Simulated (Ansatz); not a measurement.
`CC(C)(C)OS(=O)(=O)CC(F)(F)C(F)F`. The state is a singlet with charge 0. Geometry r2SCAN-D4/def2-SVP; atoms count from 1.

Cartesian coordinates in Å:
```
C -0.163 -1.556 -2.266
C 0.544 -0.397 -1.576
C 0.322 0.923 -2.299
C 2.026 -0.672 -1.355
O -0.147 -0.158 -0.280
S 0.226 -1.001 1.052
O 1.444 -0.494 1.674
O 0.087 -2.437 0.813
C -1.201 -0.483 2.026
C -1.570 0.990 2.081
F -2.539 1.106 3.041
F -2.113 1.405 0.914
C -0.477 1.994 2.469
F 0.171 1.528 3.559
F 0.398 2.155 1.460
H 0.264 -1.708 -3.270
H -1.237 -1.338 -2.374
H -0.048 -2.483 -1.687
H -0.755 1.137 -2.381
H 0.798 1.745 -1.744
H 0.752 0.875 -3.310
H 2.495 0.137 -0.776
H 2.524 -0.745 -2.334
H 2.184 -1.621 -0.820
H -2.067 -1.035 1.633
H -0.970 -0.834 3.042
H -0.949 2.965 2.707
```

Q: Estimate the Mulliken populations from the PBE0/def2-TZVP orbitals of Ansatz.

A: 
| atom | charge (e) |
| --- | --- |
| C1 | -0.37 |
| C2 | 0.09 |
| C3 | -0.34 |
| C4 | -0.38 |
| O5 | -0.24 |
| S6 | 0.78 |
| O7 | -0.41 |
| O8 | -0.44 |
| C9 | -0.29 |
| C10 | 0.33 |
| F11 | -0.17 |
| F12 | -0.16 |
| C13 | 0.24 |
| F14 | -0.17 |
| F15 | -0.17 |
| H16 | 0.12 |
| H17 | 0.13 |
| H18 | 0.16 |
| H19 | 0.13 |
| H20 | 0.14 |
| H21 | 0.12 |
| H22 | 0.15 |
| H23 | 0.13 |
| H24 | 0.15 |
| H25 | 0.18 |
| H26 | 0.17 |
| H27 | 0.11 |
Mulliken values depend strongly on the basis.

Q: And the Mayer bond orders between heavy atoms (over 0.3)?

A: C1–C2 1.02 (1.52 Å); C2–C3 0.99 (1.52 Å); C2–C4 1.01 (1.52 Å); C2–O5 0.83 (1.49 Å); O5–S6 1.08 (1.62 Å); S6–O7 1.88 (1.46 Å); S6–O8 1.83 (1.46 Å); S6–C9 0.87 (1.80 Å); C9–C10 0.99 (1.52 Å); C10–F11 1.08 (1.37 Å); C10–F12 1.11 (1.35 Å); C10–C13 0.95 (1.53 Å); C13–F14 1.08 (1.35 Å); C13–F15 1.10 (1.35 Å).
